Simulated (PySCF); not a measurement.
methylamine (CH5N), singlet, at a GFN2-xTB geometry. Base run: PySCF with HF/STO-3G.

Here is a job for PySCF.
```python
from pyscf import gto, scf

mol = gto.Mole()
mol.atom = '''
    C     0.06015742    0.70059241   -0.00131411
    N     0.03966195   -0.75172453    0.00299697
    H    -0.93451955    1.16943137   -0.01795391
    H    -0.46398692   -1.09295311    0.81518120
    H    -0.43905591   -1.09816464   -0.82195807
    H     0.58603787    1.04291425    0.88931393
    H     0.61294631    1.03728935   -0.87767727
'''
mol.basis = 'sto-3g'
mol.verbose = 4
mol.build()

mf = scf.RHF(mol)
mf.kernel()
mo_i, mo_e, stable_i, stable_e = mf.stability(internal=True, external=True, return_status=True, nroots=6, tol=1e-6)
print('internally stable:', stable_i, ' externally stable:', stable_e)
if not stable_e:
    umf = mf.to_uhf() if not hasattr(mf, 'xc') else mf.to_uks()
    umf.scf_summary = {}
    umf.kernel(umf.make_rdm1(mo_e, umf.mo_occ))
```

The bond that is stretched is that between atoms 6 and 1. A test that says stable can miss a lower solution.

Each row names what was changed in the base input (with any setting that the change needs).

```csv
change,ΔE vs base (mEh),<S^2>,E after following the instability (Eh),<S^2> there,HOMO-LUMO gap (eV),stability test says
base,0.000,0.000,-,-,25.69,stable
bond × 1.25,42.550,0.000,-,-,21.66,stable
bond × 1.5,121.2,0.000,-93.91244,0.22,17.50,external instability
bond × 1.8,217.1,0.000,-93.86900,0.76,13.51,external instability
bond × 2.2,319.3,0.000,-93.85428,0.96,9.44,external instability
bond × 3.0,428.6,0.000,-93.85050,1.01,5.30,external instability
```

Where a bond breaks into two radicals, a solution with restricted orbitals usually stops being the lowest and lies too high; an unrestricted one lies lower at the price of spin contamination, which <S^2> shows.
